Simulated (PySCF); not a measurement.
A calculated (UHF, PySCF 2.14, x2c-TZVPPall, the spin-free X2C one-electron Hamiltonian (Gaussian nucleus)) atom or ion has these occupied shells.

| shell | electrons | orbital energy (eV) | rms radius, mean of both spins (bohr) |
| --- | --- | --- | --- |
| 1s α | 1 | -31980.1 | 0.0318 |
| 1s β | 1 | -31980.0 | 0.0318 |
| 2s α | 1 | -5008.9 | 0.130 |
| 2s β | 1 | -5008.9 | 0.130 |
| 2p α | 3 | -4493.5 | 0.116 |
| 2p β | 3 | -4493.4 | 0.116 |
| 3s α | 1 | -1045.9 | 0.343 |
| 3s β | 1 | -1045.7 | 0.343 |
| 3p α | 3 | -873.86 | 0.343 |
| 3p β | 3 | -873.58 | 0.343 |
| 3d α | 5 | -612.66 | 0.322 |
| 3d β | 5 | -612.57 | 0.322 |
| 4s α | 1 | -202.59 | 0.814 |
| 4s β | 1 | -202.07 | 0.814 |
| 4p α | 3 | -146.72 | 0.878 |
| 4p β | 3 | -146.12 | 0.878 |
| 4d α | 5 | -62.309 | 1.05 |
| 4d β | 5 | -61.861 | 1.05 |
| 5s α | 1 | -31.789 | 2.21 |
| 5s β | 1 | -24.667 | 2.21 |
| 5p α | 3 | -18.842 | 2.66 |

Task: Name the element and its charge.

Result: Te⁺ (tellurium, charge +1), in [Kr] 4d10 5s2 5p3, high-spin 4S determinant.
